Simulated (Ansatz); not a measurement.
One change: `BOC(C)F` becomes `C[CH](F)[SnH2][F]`.

Ansatz, PBE0-D4/def2-TZVP geometries, multiplicity 1. Each molecule was computed in one conformer, which needn't be the lowest.

Elements past krypton have def2 core potentials.

```csv
property,`BOC(C)F`
HOMO energy (ωB97M-V/def2-TZVPP) / eV,-11.35
HOMO–LUMO gap (ωB97M-V/def2-TZVPP) / eV,12.53
size of the dipole moment (B3LYP/def2-TZVPP) / D,1.95
HOMO–LUMO gap (PBE0/def2-TZVPP) / eV,8.27
HOMO energy (PBE/def2-TZVPP) / eV,-7.44
size of the dipole moment (PBE/def2-TZVPP) / D,1.88
```

Q: Give the same properties after the change, and the shifts. (Best estimate.)

A: The calculation gave: 
| property | `C[CH](F)[SnH2][F]` | shift |
| --- | --- | --- |
| HOMO energy (ωB97M-V/def2-TZVPP) / eV | -10.22 | 1.13 |
| HOMO–LUMO gap (ωB97M-V/def2-TZVPP) / eV | 11.05 | -1.48 |
| size of the dipole moment (B3LYP/def2-TZVPP) / D | 2.75 | 0.80 |
| HOMO–LUMO gap (PBE0/def2-TZVPP) / eV | 7.39 | -0.88 |
| HOMO energy (PBE/def2-TZVPP) / eV | -6.70 | 0.74 |
| size of the dipole moment (PBE/def2-TZVPP) / D | 2.59 | 0.71 |

Dipoles are sizes alone; their direction can turn.

B3LYP here is the variant with VWN-RPA as its local correlation; programs differ in this.
